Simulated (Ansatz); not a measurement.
`[F][Ge]([F])([F])[GeH3]` and `[F][GeH]([F])[GeH3]` differ in one atom or group.

Ansatz, PBE0-D4/def2-TZVP geometries, multiplicity 1. 

Scalar relativity is left out up to krypton.

| property | `[F][Ge]([F])([F])[GeH3]` |
| --- | --- |
| LUMO energy (PBE0/def2-TZVPP) / eV | -0.84 |
| HOMO–LUMO gap (PBE0/def2-TZVPP) / eV | 8.76 |
| HOMO–LUMO gap (B3LYP/def2-TZVPP) / eV | 8.17 |
| HOMO energy (PBE/def2-TZVPP) / eV | -8.24 |
| size of the dipole moment (PBE/def2-TZVPP) / D | 3.92 |
| HOMO–LUMO gap (PBE/def2-TZVPP) / eV | 6.41 |

Problem. Give the same properties after the change, and the shifts. (Best estimate.)

Solution. Computed: 
| property | `[F][GeH]([F])[GeH3]` | shift |
| --- | --- | --- |
| LUMO energy (PBE0/def2-TZVPP) / eV | -0.43 | 0.41 |
| HOMO–LUMO gap (PBE0/def2-TZVPP) / eV | 8.28 | -0.48 |
| HOMO–LUMO gap (B3LYP/def2-TZVPP) / eV | 7.86 | -0.31 |
| HOMO energy (PBE/def2-TZVPP) / eV | -7.44 | 0.80 |
| size of the dipole moment (PBE/def2-TZVPP) / D | 2.86 | -1.06 |
| HOMO–LUMO gap (PBE/def2-TZVPP) / eV | 6.18 | -0.23 |

With PBE0 the HOMO rises by 0.87 eV and the LUMO rises by 0.41 eV, so the gap narrows by about 0.46 eV. PBE moves the HOMO by 0.80 eV and ωB97M-V by 0.90 eV. Dipoles are sizes alone; their direction can turn.

B3LYP here is the variant with VWN-RPA as its local correlation; programs differ in this.
